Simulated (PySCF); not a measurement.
# Excitation energy of Se⁺ by level of theory

Se⁺ [Ar] 3d10 4s2 4p3 (4S) → Se⁺ [Ar] 3d10 4s2 4p2 5s1 (4P), as a difference of total energies. Calculation: PySCF 2.14, in dyall-av2z; no relativity, point nucleus. Correlated levels: valence: [Ar] 3d10 frozen; virtual orbitals above 40 to 60 times the deepest correlated orbital energy dropped. The calculations carry no spin-orbit coupling.

```json
{"method": "UHF", "excitation energy (cm⁻¹)": "96450"}
{"method": "LDA", "excitation energy (cm⁻¹)": "95318"}
{"method": "PBE", "excitation energy (cm⁻¹)": "94884"}
{"method": "PBE0", "excitation energy (cm⁻¹)": "96523"}
{"method": "r2SCAN", "excitation energy (cm⁻¹)": "99165"}
{"method": "r2SCAN0", "excitation energy (cm⁻¹)": "99215"}
{"method": "PW91", "excitation energy (cm⁻¹)": "95139"}
{"method": "TPSS", "excitation energy (cm⁻¹)": "96932"}
{"method": "HSE06", "excitation energy (cm⁻¹)": "96116"}
{"method": "MP2 (valence)", "excitation energy (cm⁻¹)": "96978"}
{"method": "SCS-MP2 (valence)", "excitation energy (cm⁻¹)": "96595"}
```

These non-relativistic numbers lack the scalar-relativistic shift.

Errors of the correlated levels include the incompleteness of this basis and the frozen core.

For comparison: 97467 cm⁻¹ (measured; NIST levels, between the centres of gravity of the two terms).
